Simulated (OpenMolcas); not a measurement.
# Mo2+: moving or changing the point charges

Mo2+ among 6 point charges of -1.7 e arranged as a tetragonal octahedron (D4h), 2.21 Å from the ion, with the axial distance 2.564 Å. The active orbitals were held to one l.

```
Program             : OpenMolcas
Method              : CASSCF
Basis               : ANO-RCC-VTZP [7s6p4d2f1g]
Scalar Hamiltonian  : DKH2, point nucleus
Active space        : 4 electrons in 5 orbitals (4d)
State averaging     : 2S+1 = 5 even, 5 roots; 2S+1 = 3 even, 45 roots; 2S+1 = 1 even, 50 roots
Spin-orbit coupling : state interaction with AMFI integrals over the reference wave functions
```

Runs around this geometry, states (labels of D4, the rotations of D4h). Energies in cm-1 above the lowest state or level, χT in cm3 K/mol.

```
R (Å)  Axial / equatorial distance  Ground state  First state of that spin  First gap with spin-orbit (degeneracies)  χT at 300 K  First state of another spin
 2.21                         1.07           5B1                  5A1 3797                                2.7 (1, 1)        2.782                      3E 9199
 2.06                         1.16           5B1                  5A1 8991                                2.0 (1, 1)        2.840                      3E 8499
 2.21                         1.16           5B1                  5A1 7474                                1.6 (1, 1)        2.788                     3E 11199
  2.4                         1.16           5B1                  5A1 5929                                1.7 (1, 1)        2.693                     3E 13340
```

Taking the first state of the same spin as R^-n, n = -ln(5929 / 8991) / ln(2.4 / 2.06) = 2.7 between the shortest and longest distance.

Without dynamic correlation the repulsion within the d shell is too large (B by tens of per cent), so at a given field states of lower spin stand too high. Point charges give a weaker field than real ligands, and real ions of this kind are as a rule low spin; the high spin found here belongs to the model. This shell can be high or low spin here, a state of another spin lies low, and with metal d orbitals alone active their balance is uncertain, so the ground spin may be wrong (holds for R = 2.06, ratio = 1.16). Point charges carry no covalency, so the field is a model and not that of real ligands. No measured value stands beside these numbers.
